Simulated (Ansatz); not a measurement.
`[AlH2][SiH2]Cl` + HBr → `Cl[SiH2]Br` + `[AlH3]` at 600 K and 1 bar (cleavage of the Si–Al bond).

Gas-phase electronic energies from Ansatz, PBE0-D4/def2-TZVP geometries. CCSD(T)/CBS is the MP2 limit (def2-TZVPP, def2-QZVPP) plus CCSD(T) − MP2 in def2-TZVPP, frozen cores. This one scheme is used for every species. For Br outer-core shells are correlated without core-valence functions, which leaves a few kJ/mol of doubt a bond. Scalar relativity is left out up to krypton.

```
         species  CCSD(T)/CBS energy (Eh)  H − E (kJ/mol)  S (J/(mol·K))
`[AlH2][SiH2]Cl`               -993.29495           133.4          406.0
             HBr              -2573.91920            33.5          219.1
    `Cl[SiH2]Br`              -3323.46904            89.0          356.5
        `[AlH3]`               -243.78045            74.2          242.3
```

H − E and S are ideal-gas, rigid-rotor, harmonic terms from PBE0-D4/def2-TZVP. 1 Eh = 2625.50 kJ/mol, R = 8.31446 J/(mol·K).

**Question.** By hand: ΔE, ΔH, ΔS and ΔG.

**Answer.** ΔE = (-3323.46904) + (-243.78045) − (-993.29495) − (-2573.91920) = -0.03534 Eh = -92.8 kJ/mol. Δ(H − E) = 89.0 + 74.2 − 133.4 − 33.5 = -3.7, so ΔH = -96.5 kJ/mol. ΔS = 356.5 + 242.3 − 406.0 − 219.1 = -26.3 J/(mol·K). ΔG = -96.5 − 600 × (-26.3)/1000 = -80.7 kJ/mol.

**Question.** By hand: the equilibrium constant, and the temperature at which ΔG would vanish if ΔH and ΔS stayed fixed.

**Answer.** log₁₀ K = −ΔG/(RT ln 10) = 7.0. ΔG = 0 at ΔH/ΔS = 3669 K, far beyond where these terms or the molecules hold.

ΔH outweighs TΔS. A doubt of 5 kJ/mol in ΔE shifts log₁₀ K by 0.4 here. Modes under 60 cm⁻¹, often nearly free rotors, make the harmonic entropy too high. These are equilibria of isolated gas molecules and say nothing of rates. Largest T1 diagnostic: 0.010 (customary marks: 0.02 for closed shells, 0.045 for open ones).
